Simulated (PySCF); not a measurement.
## Shapes and spin states of [Pd2Cl]+

All numbers come from PySCF, PBE0, basis Cl def2-TZVP, Pd def2-TZVP with ECP28 (scalar-relativistic core potentials, no spin–orbit coupling, density fitting).

Relaxations began from a few typed shapes and spin states; open shells are unrestricted. The search is not exhaustive: other isomers or separated fragments can lie lower, and high-lying points may rest on an excited occupation.

Problem. Order these stationary points by electronic energy, lowest first, in kJ/mol from the lowest minimum.
A. singlet C2v: Cl–Pd 2.219 Å (×2), Pd–Pd 2.551 Å; Cl–Pd–Pd 54.9° (×2), Pd–Cl–Pd 70.2°
B. triplet C2v: Cl–Pd 2.304 Å (×2); Pd–Cl–Pd 114.5°

Solution. B (0.0), A (74.7).

Problem. Which of them are minima?

Solution. By energy in kJ/mol, 0.0: minimum; 74.7: minimum.

For the lowest minimum: with open d or f shells other occupations or spin states may lie lower.
